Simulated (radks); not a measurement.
The lutetium ion Lu+ inside a hard spherical wall (all orbitals vanish at R), configuration held at [Xe] 4f14 6s2 and not refilled when levels cross. All-electron calculation, scalar-relativistic Kohn-Sham, LDA (Slater exchange, VWN5 correlation), spin-polarised, spherical densities, finite nucleus; Fermi nuclear charge, rms radius 5.37 fm. Program: a radial shooting solver on a logarithmic mesh with Libxc functionals. Eigenvalues in eV for spin up, with the zero of energy where the potential of the charges vanishes at infinity; a dash marks a level that is unbound or too diffuse for the functional's potential to be trusted. A positive occupied level is held by the wall or, in an anion where self-interaction has pushed it up, behind a barrier. The pressure on the wall is -dE/dV.

| R (bohr) | E (hartree) | kinetic (hartree) | e(5s) | e(5p) | e(4f) | e(6s) | e(5d, empty) | e(6p, empty) | pressure (GPa) |
|---|---|---|---|---|---|---|---|---|---|
| free | -14552.4841 | 15892.528 | -70.199 | -40.662 | -18.781 | -11.286 | -9.473 | -6.678 | 0 |
| 20 | -14552.4841 | 15892.528 | -70.199 | -40.662 | -18.781 | -11.286 | -9.473 | -6.678 | < 0.0001 |
| 12 | -14552.4841 | 15892.528 | -70.199 | -40.661 | -18.781 | -11.285 | -9.473 | -6.675 | 0.000113 |
| 10 | -14552.4840 | 15892.529 | -70.191 | -40.654 | -18.773 | -11.279 | -9.466 | -6.646 | 0.00380 |
| 6 | -14552.4495 | 15892.782 | -69.343 | -39.831 | -17.921 | -10.335 | -8.681 | -4.665 | 2.98 |
| 5 | -14552.3559 | 15893.274 | -68.154 | -38.693 | -16.711 | -8.436 | -7.428 | -1.402 | 15.6 |
| 4 | -14552.0006 | 15894.832 | -65.574 | -36.252 | -13.982 | -2.479 | -4.198 | 7.729 | 97.5 |
